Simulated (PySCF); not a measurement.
# One molecule, several mistakes: CH5N2Si

All numbers below are calculated, not measured. The program is PySCF 2.14.0, an open-source quantum chemistry code, run on an isolated molecule that a program drew, which may never have been made. The molecule is CH5N2Si (charge 0, doublet), drawn as the SMILES string `[CH2]N[SiH]=N`.

Each row is a Hartree-Fock (HF) and frozen-core CCSD(T) single point in the cc-pV(D+d)Z basis, meant for a local HF minimum. Run 1 is clean. Each other run has one planted mistake out of seven kinds, and not every kind appears here: one electron removed, one electron added, multiplicity raised by two, geometry at a saddle point, minimal basis STO-3G, one bond length entered in bohr, all coordinates scaled. The reference is restricted for singlets and unrestricted otherwise, and also for a bond in bohr. Adding or removing an electron swaps singlet and doublet. Electrons count all cores. HOMO and LUMO are orbital energies over both spins, the gradient is its largest component, and the lowest frequency (negative if imaginary) is given only where the gradient is small. Bond lengths are over the 8 bonds as drawn. T1 is the CCSD diagnostic: over 0.02 (restricted) or 0.045 (unrestricted) a single reference is doubtful.

Geometry of the clean run:
```xyz
9
CH5N2Si, angstrom
C     1.4982    0.2350    0.7079
N     0.5254    0.8326   -0.1045
Si    0.5797    1.1051   -1.7707
N    -0.6593    1.6982   -2.5211
H     2.4762    0.0773    0.2736
H     1.4245    0.4027    1.7735
H    -0.3325    1.0604    0.3618
H     1.9129    0.6973   -2.2462
H    -0.7035    1.8989   -3.5003
```

| run | electrons | basis functions | <S^2> | HOMO (eV) | LUMO (eV) | gradient (hartree/bohr) | lowest frequency (cm^-1) | mean bond (Å) | longest bond (Å) | T1 | HF (hartree) | CCSD(T) (hartree) | mistake |
|---|---|---|---|---|---|---|---|---|---|---|---|---|---|
| 1 | 39 | 90 | 0.763 | -8.39 | 3.14 | 2.6e-05 | 132 | 1.2869 | 1.689 | 0.0192 | -438.56857 | -439.17418 | no fault |
| 2 | 39 | 90 | 3.790 | -4.82 | 0.60 | 1.6e-01 | - | 1.2869 | 1.689 | 0.0166 | -438.44042 | -439.00301 | multiplicity raised by two |
| 3 | 40 | 90 | 0.000 | 0.88 | 8.43 | 5.9e-02 | - | 1.2869 | 1.689 | 0.0306 | -438.47595 | -439.12585 | ? |
| 4 | 38 | 90 | 0.000 | -14.61 | -5.54 | 1.2e-01 | - | 1.2869 | 1.689 | 0.0299 | -438.30870 | -438.92451 | ? |

**Which mistake was planted in run 3, and what did it cost?**

It counts 40 electrons, one more than the clean run, at the same geometry and basis. So the mistake is: one electron added. Subtracting run 1 and multiplying by 627.51 kcal/mol a hartree, the energy moved by 58.1 kcal/mol in HF and 30.3 kcal/mol in CCSD(T).

**Which mistake was planted in run 4, and what did it cost?**

It counts 38 electrons, one fewer than the clean run, at the same geometry and basis. So the mistake is: one electron removed. Subtracting run 1 and multiplying by 627.51 kcal/mol a hartree, the energy moved by 163.1 kcal/mol in HF and 156.7 kcal/mol in CCSD(T).

Cautions from the logs. Run 3: T1 is over the limit, so its CCSD(T) energy is less reliable and the HOMO is above zero, so the electron isn't bound and the energy depends on the basis; run 4: T1 is over the limit, so its CCSD(T) energy is less reliable.
